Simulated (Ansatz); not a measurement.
The cluster Ge8Ir⁻. The state is a singlet with charge -1. Geometry PBE-D4/def2-SVP.

```tsv
atom	x (Å)	y (Å)	z (Å)
Ir1	-0.557	-0.038	-1.789
Ge2	1.052	-1.832	-1.589
Ge3	1.571	-1.927	0.854
Ge4	0.407	-0.072	2.240
Ge5	-2.049	0.527	0.330
Ge6	-0.157	2.278	1.302
Ge7	-0.639	2.293	-1.150
Ge8	-1.074	-1.852	0.079
Ge9	1.447	0.623	-0.277
```

In the def2 sets Ir takes a core potential; there is no spin–orbit coupling. Another isomer (singlet) lies 0.89 eV lower at PBE0-D4/def2-SVP; other spin states weren't run for this one.

Q: Estimate the orbital energies around the gap (eV) in Ansatz with PBE-D4/def2-SVP, r2SCAN-D4/def2-SVP, PBE0-D4/def2-SVP.

A: 
```json
{"orbital": "HOMO−9", "PBE-D4/def2-SVP": "-3.26", "r2SCAN-D4/def2-SVP": "-3.58", "PBE0-D4/def2-SVP": "-4.29"}
{"orbital": "HOMO−8", "PBE-D4/def2-SVP": "-3.10", "r2SCAN-D4/def2-SVP": "-3.43", "PBE0-D4/def2-SVP": "-4.18"}
{"orbital": "HOMO−7", "PBE-D4/def2-SVP": "-2.85", "r2SCAN-D4/def2-SVP": "-3.14", "PBE0-D4/def2-SVP": "-3.66"}
{"orbital": "HOMO−6", "PBE-D4/def2-SVP": "-2.22", "r2SCAN-D4/def2-SVP": "-2.51", "PBE0-D4/def2-SVP": "-3.08"}
{"orbital": "HOMO−5", "PBE-D4/def2-SVP": "-2.09", "r2SCAN-D4/def2-SVP": "-2.36", "PBE0-D4/def2-SVP": "-2.91"}
{"orbital": "HOMO−4", "PBE-D4/def2-SVP": "-1.82", "r2SCAN-D4/def2-SVP": "-2.08", "PBE0-D4/def2-SVP": "-2.65"}
{"orbital": "HOMO−3", "PBE-D4/def2-SVP": "-1.66", "r2SCAN-D4/def2-SVP": "-1.94", "PBE0-D4/def2-SVP": "-2.62"}
{"orbital": "HOMO−2", "PBE-D4/def2-SVP": "-1.40", "r2SCAN-D4/def2-SVP": "-1.66", "PBE0-D4/def2-SVP": "-2.23"}
{"orbital": "HOMO−1", "PBE-D4/def2-SVP": "-1.13", "r2SCAN-D4/def2-SVP": "-1.37", "PBE0-D4/def2-SVP": "-1.87"}
{"orbital": "HOMO", "PBE-D4/def2-SVP": "-0.90", "r2SCAN-D4/def2-SVP": "-1.13", "PBE0-D4/def2-SVP": "-1.64"}
{"orbital": "LUMO", "PBE-D4/def2-SVP": "-0.47", "r2SCAN-D4/def2-SVP": "-0.60", "PBE0-D4/def2-SVP": "-0.05"}
{"orbital": "LUMO+1", "PBE-D4/def2-SVP": "0.16", "r2SCAN-D4/def2-SVP": "0.06", "PBE0-D4/def2-SVP": "0.59"}
{"orbital": "LUMO+2", "PBE-D4/def2-SVP": "0.95", "r2SCAN-D4/def2-SVP": "0.89", "PBE0-D4/def2-SVP": "1.43"}
{"orbital": "LUMO+3", "PBE-D4/def2-SVP": "1.05", "r2SCAN-D4/def2-SVP": "1.05", "PBE0-D4/def2-SVP": "1.61"}
{"orbital": "LUMO+4", "PBE-D4/def2-SVP": "1.58", "r2SCAN-D4/def2-SVP": "1.62", "PBE0-D4/def2-SVP": "2.20"}
{"orbital": "LUMO+5", "PBE-D4/def2-SVP": "1.97", "r2SCAN-D4/def2-SVP": "2.00", "PBE0-D4/def2-SVP": "2.57"}
```
